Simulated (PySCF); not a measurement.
C2H7ClOSi2. Atoms are numbered in the order given.

```xyz
13

C     -1.1223     0.4779     1.3722
C     -1.1532    -0.2386     0.2383
Si    -2.6958    -1.0843    -0.4513
O     -0.0549    -0.4371    -0.5701
Si     1.5672    -0.3724    -0.1865
Cl     2.1965     1.5793     0.1382
H     -0.2204     0.9856     1.7270
H     -2.0301     0.5908     1.9674
H     -2.4566    -2.5524    -0.5548
H     -3.8422    -0.8195     0.4623
H     -2.9936    -0.5542    -1.8117
H      1.8204    -1.1406     1.0568
H      2.2754    -0.9020    -1.3697
```
Charge 0, spin multiplicity 1.

Geometry optimised at B3LYP-D3(BJ)/def2-SVP. This is a generated structure with no PubChem entry under its InChIKey; it may be hypothetical. The values are those of a single conformer.

Method: PBE/def2-TZVP (PySCF).

ESP charges are fitted to the potential on shells at 1.4 to 2.0 van der Waals radii. Atomic charges (e):

```csv
atom,ESP fit,IAO,Mulliken,Löwdin
C1,-0.55,-0.38,-0.33,-0.23
C2,0.24,-0.06,0.11,-0.43
Si3,0.05,0.57,0.13,0.29
O4,-0.19,-0.56,-0.26,0.16
Si5,0.16,0.96,0.39,-0.12
Cl6,-0.11,-0.31,-0.22,0.21
H7,0.21,0.16,0.13,0.13
H8,0.21,0.17,0.13,0.13
H9,-0.02,-0.10,-0.02,-0.03
H10,-0.02,-0.11,-0.02,-0.02
H11,-0.02,-0.10,-0.02,-0.03
H12,0.01,-0.13,-0.02,-0.03
H13,0.02,-0.11,-0.01,-0.03
```

Question: Give the Mayer and Wiberg (Löwdin basis) orders of the bonds. (Estimate from the structure and the level; the computed values follow.)

Answer: 
```csv
bond,Mayer,Wiberg
C1–C2,1.79,2.09
C2–Si3,0.99,1.09
C2–O4,1.01,1.54
O4–Si5,1.18,1.52
Si5–Cl6,1.17,1.84
C1–H7,0.93,0.87
C1–H8,0.95,0.87
Si3–H9,0.94,0.95
Si3–H10,0.94,0.94
Si3–H11,0.94,0.95
Si5–H12,0.92,0.94
Si5–H13,0.93,0.94
```
